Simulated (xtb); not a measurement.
O₂Si, charge +1, doublet, from a rough starting geometry (a state made from the parent by changing its charge; the spin is typed, not shown lowest); GFN2-xTB (xtb 6.7.1).

Here is a job for xtb.
```
$ xtb mol.xyz --gfn 2 --chrg 1 --uhf 1 --opt vtight --json

# file mol.xyz
3

O     -1.45932581     0.11141728    -0.00358386
Si    -0.02103351    -0.04259940     0.02521497
O      1.49421016    -0.14229291     0.01007743
```

Output, abridged:

```
   ID    Z sym.   atoms
    1    8 O      1, 3
    2   14 Si     2

           -------------------------------------------------
          |                Calculation Setup                |
           -------------------------------------------------

           -------------------------------------------------
          |                 G F N 2 - x T B                 |
           -------------------------------------------------

          ...................................................
          :                      SETUP                      :
          :.................................................:
          :  # basis functions                  18          :
          :  # atomic orbitals                  17          :
          :  # shells                            7          :
          :  # electrons                        15          :
          :  max. iterations                   250          :
          :  Hamiltonian                  GFN2-xTB          :
          :  restarted?                      false          :
          :  GBSA solvation                  false          :
          :  PC potential                    false          :
          :  electronic temp.          300.0000000     K    :
          :  accuracy                    1.0000000          :
          :  -> integral cutoff          0.2500000E+02      :
          :  -> integral neglect         0.1000000E-07      :
          :  -> SCF convergence          0.1000000E-05 Eh   :
          :  -> wf. convergence          0.1000000E-03 e    :
          :  Broyden damping             0.4000000          :
          :  net charge                          1          :
          :  unpaired electrons                  1          :
          ...................................................

 iter      E             dE          RMSdq      gap      omega  full diag
   1     -9.3526473 -0.935265E+01  0.328E+01    6.97       0.0  T
   2     -9.2191280  0.133519E+00  0.222E+01    7.02       1.0  T
   3     -8.2990973  0.920031E+00  0.197E+01    4.95       1.0  T
   4     -9.1729391 -0.873842E+00  0.819E+00    7.27       1.0  T
   5     -9.2842058 -0.111267E+00  0.656E+00    7.27       1.0  T
   6     -9.3259238 -0.417181E-01  0.475E+00    7.70       1.0  T
   7     -9.3341961 -0.827224E-02  0.404E+00    8.43       1.0  T
   8     -9.3702241 -0.360280E-01  0.239E+00    8.40       1.0  T
   9     -9.3868252 -0.166011E-01  0.135E+00    8.35       1.0  T
  10     -9.3934587 -0.663347E-02  0.442E-01    8.32       1.0  T
  11     -9.3909362  0.252249E-02  0.968E-01    8.31       1.0  T
  12     -9.3926169 -0.168075E-02  0.684E-01    8.33       1.0  T
  13     -9.3879324  0.468449E-02  0.128E+00    8.32       1.0  T
  14     -9.3907468 -0.281433E-02  0.967E-01    8.33       1.0  T
  15     -9.3940192 -0.327246E-02  0.327E-01    8.31       1.0  T
  16     -9.3930936  0.925599E-03  0.500E-01    8.32       1.0  T
  17     -9.3940575 -0.963926E-03  0.127E-01    8.32       1.0  T
  18     -9.3940503  0.722856E-05  0.142E-01    8.32       1.0  T
  19     -9.3940686 -0.182874E-04  0.533E-02    8.32       1.1  T
  20     -9.3940587  0.991021E-05  0.634E-02    8.32       1.0  T
  21     -9.3940683 -0.960216E-05  0.539E-02    8.32       1.1  T
  22     -9.3940656  0.272925E-05  0.484E-02    8.32       1.2  T
  23     -9.3940706 -0.502508E-05  0.207E-02    8.32       2.8  T
  24     -9.3940713 -0.716848E-06  0.555E-03    8.32      10.4  T
  25     -9.3940713  0.680109E-08  0.196E-03    8.32      29.5  T
  26     -9.3940713 -0.948231E-08  0.534E-04    8.32     108.2  T
  27     -9.3940713  0.192924E-08  0.741E-04    8.32      78.0  T

   *** convergence criteria satisfied after 27 iterations ***

         :::::::::::::::::::::::::::::::::::::::::::::::::::::
         ::                     SUMMARY                     ::
         :::::::::::::::::::::::::::::::::::::::::::::::::::::
         :: total energy              -9.300743631870 Eh    ::
         :: gradient norm              0.142625963878 Eh/a0 ::
         :: HOMO-LUMO gap              8.318858498802 eV    ::
         ::.................................................::
         :: SCC energy                -9.394071318242 Eh    ::
         :: -> isotropic ES            0.159063748490 Eh    ::
         :: -> anisotropic ES         -0.011068991129 Eh    ::
         :: -> anisotropic XC         -0.036362974268 Eh    ::
         :: -> dispersion             -0.000863206348 Eh    ::
         :: repulsion energy           0.093327686372 Eh    ::
         :: add. restraining           0.000000000000 Eh    ::
         :: total charge               1.000000000029 e     ::
         :::::::::::::::::::::::::::::::::::::::::::::::::::::

      -----------------------------------------------------------
     |                   =====================                   |
     |                        A N C O P T                        |
     |                   =====================                   |
     |               Approximate Normal Coordinate               |
     |                Rational Function Optimizer                |
      -----------------------------------------------------------
      -----------------------------------------------------------
     |                   =====================                   |
     |                        A N C O P T                        |
     |                   =====================                   |
     |               Approximate Normal Coordinate               |
     |                Rational Function Optimizer                |
      -----------------------------------------------------------

          ...................................................
          :                      SETUP                      :
          :.................................................:
          :   optimization level         verytight          :
          :   max. optcycles                   200          :
[...]
 * total energy  :    -9.3060349 Eh     change       -0.6490679E-05 Eh
 * total energy  :    -9.3060410 Eh     change       -0.6107433E-05 Eh
 * total energy  :    -9.3060495 Eh     change       -0.8447888E-05 Eh
 * total energy  :    -9.3060609 Eh     change       -0.1137818E-04 Eh
 * total energy  :    -9.3060756 Eh     change       -0.1474729E-04 Eh
 * total energy  :    -9.3060937 Eh     change       -0.1813094E-04 Eh
 * total energy  :    -9.3061146 Eh     change       -0.2090570E-04 Eh
 * total energy  :    -9.3061371 Eh     change       -0.2245663E-04 Eh
 * total energy  :    -9.3061596 Eh     change       -0.2248881E-04 Eh
 * total energy  :    -9.3035351 Eh     change        0.2624509E-02 Eh
 * total energy  :    -9.3062698 Eh     change       -0.2734696E-02 Eh
 * total energy  :    -9.3062742 Eh     change       -0.4399803E-05 Eh
 * total energy  :    -9.3062742 Eh     change       -0.3767753E-07 Eh
   *** GEOMETRY OPTIMIZATION CONVERGED AFTER 18 ITERATIONS ***
[...]
          :  # electrons                        15          :
          :  max. iterations                   250          :
          :  Hamiltonian                  GFN2-xTB          :
          :  restarted?                      false          :
          :  GBSA solvation                  false          :
          :  PC potential                    false          :
          :  electronic temp.          300.0000000     K    :
          :  accuracy                    1.0000000          :
          :  -> integral cutoff          0.2500000E+02      :
          :  -> integral neglect         0.1000000E-07      :
          :  -> SCF convergence          0.1000000E-05 Eh   :
          :  -> wf. convergence          0.1000000E-03 e    :
          :  Broyden damping             0.4000000          :
          :  net charge                          1          :
          :  unpaired electrons                  1          :
          ...................................................

 iter      E             dE          RMSdq      gap      omega  full diag
   1     -9.3806876 -0.938069E+01  0.356E-04    7.49       0.0  T
   2     -9.3806876  0.285745E-10  0.209E-04    7.49     276.0  T
   3     -9.3806876  0.204381E-08  0.782E-04    7.49      73.8  T

   *** convergence criteria satisfied after 3 iterations ***

         :::::::::::::::::::::::::::::::::::::::::::::::::::::
         ::                     SUMMARY                     ::
         :::::::::::::::::::::::::::::::::::::::::::::::::::::
         :: total energy              -9.306274210716 Eh    ::
         :: gradient norm              0.000047738815 Eh/a0 ::
         :: HOMO-LUMO gap              7.488657014233 eV    ::
         ::.................................................::
         :: SCC energy                -9.380687570311 Eh    ::
         :: -> isotropic ES            0.157763281230 Eh    ::
         :: -> anisotropic ES         -0.012485652323 Eh    ::
         :: -> anisotropic XC         -0.040232912290 Eh    ::
         :: -> dispersion             -0.000860469765 Eh    ::
         :: repulsion energy           0.074413359595 Eh    ::
         :: add. restraining           0.000000000000 Eh    ::
         :: total charge               1.000000000000 e     ::
         :::::::::::::::::::::::::::::::::::::::::::::::::::::

           -------------------------------------------------
          |                Property Printout                |
           -------------------------------------------------

    * Orbital Energies and Occupations

         #    Occupation            Energy/Eh            Energy/eV
      -------------------------------------------------------------
         1        2.0000           -1.1358365             -30.9077
         2        2.0000           -0.9989556             -27.1830
         3        2.0000           -0.9051384             -24.6301
         4        2.0000           -0.8399899             -22.8573
         5        2.0000           -0.8391335             -22.8340
         6        2.0000           -0.8383120             -22.8116
         7        1.9657           -0.8293985             -22.5691
         8        1.0343           -0.8230593             -22.3966 (HOMO)
         9                         -0.5478562             -14.9079 (LUMO)
        10                         -0.5179899             -14.0952
        11                         -0.4894879             -13.3196
        12                         -0.3941404             -10.7251
        13                         -0.3937951             -10.7157
        14                         -0.1908423              -5.1931
        15                         -0.1777492              -4.8368
        16                          0.2609094               7.0997
        17                          1.1438795              31.1265
      -------------------------------------------------------------
                  HL-Gap            0.2752031 Eh            7.4887 eV
             Fermi-level           -0.7558433 Eh          -20.5675 eV

     #   Z          covCN         q      C6AA      α(0)
     1   8 O        0.771     0.158    13.176     4.865
     2  14 Si       1.542     0.684   175.273    28.207
     3   8 O        0.771     0.158    13.176     4.865

 Mol. C6AA /au·bohr⁶  :        400.983832
 Mol. C8AA /au·bohr⁸  :      20173.265904
 Mol. α(0) /au        :         37.937332

Wiberg/Mayer (AO) data.
largest (>0.10) Wiberg bond orders for each atom

 ---------------------------------------------------------------------------
     #   Z sym  total        # sym  WBO       # sym  WBO       # sym  WBO
 ---------------------------------------------------------------------------
     1   8 O    2.550 --     2 Si   2.165     3 O    0.385
     2  14 Si   4.330 --     3 O    2.165     1 O    2.165
     3   8 O    2.550 --     2 Si   2.165     1 O    0.385
 ---------------------------------------------------------------------------

Topologies differ in total number of bonds
Writing topology from bond orders to xtbtopo.mol

molecular dipole:
                 x           y           z       tot (Debye)
 q only:        0.003      -0.114       0.070
   full:       -0.022      -0.383       0.267       1.188
molecular quadrupole (traceless):
                xx          xy          yy          xz          yz          zz
 q only:        2.497      -0.326      -1.225       0.018      -0.022      -1.271
  q+dip:        2.624      -0.346      -1.270       0.020      -0.061      -1.354
   full:       -3.205       0.426       1.743      -0.059      -0.467       1.462

optimized geometry written to: xtbopt.xyz

           -------------------------------------------------
          | TOTAL ENERGY               -9.306274210716 Eh   |
          | GRADIENT NORM               0.000047738815 Eh/α |
          | HOMO-LUMO GAP               7.488657014233 eV   |
           -------------------------------------------------

normal termination of xtb
```
